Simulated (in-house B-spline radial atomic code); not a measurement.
# The silicon ion Si⁵⁺: [He] 2s1 (2p1/2)1 (2p3/2)4 (6g7/2)1 (an excited or competing configuration)

Level of theory: Dirac-Hartree-Fock, average of the jj configuration, Fermi nucleus of rms radius 3.1224 fm; calculated with a radial B-spline atomic code at the basis-set limit.

Z_r = [3n² - l(l+1)]/(2<r>); Z_e = n√(-2ε); the last column is Slater's effective charge. Values are occupation-weighted means over j.

```tsv
shell	electrons	ε (eV)	<r> (bohr)	Z_r	Z_e	Slater
1s	2	-2028.4	0.111	13.52	12.21	13.70
2s	1	-294.25	0.5305	11.31	9.30	10.55
2p	5	-243.26	0.488	10.25	8.46	10.55
6g	1	-13.607	7.332	6.00	6.00	-
```

The least bound orbital is 6g7/2 at -13.61 eV, and it is also the most diffuse (<r> = 7.332 bohr).

For the 1s electron the small component carries 0.246 % of the norm, the zero-frequency Breit interaction raises the level by 1.079 eV, self-energy by 0.4793 eV, and vacuum polarisation lowers it by 0.02976 eV.
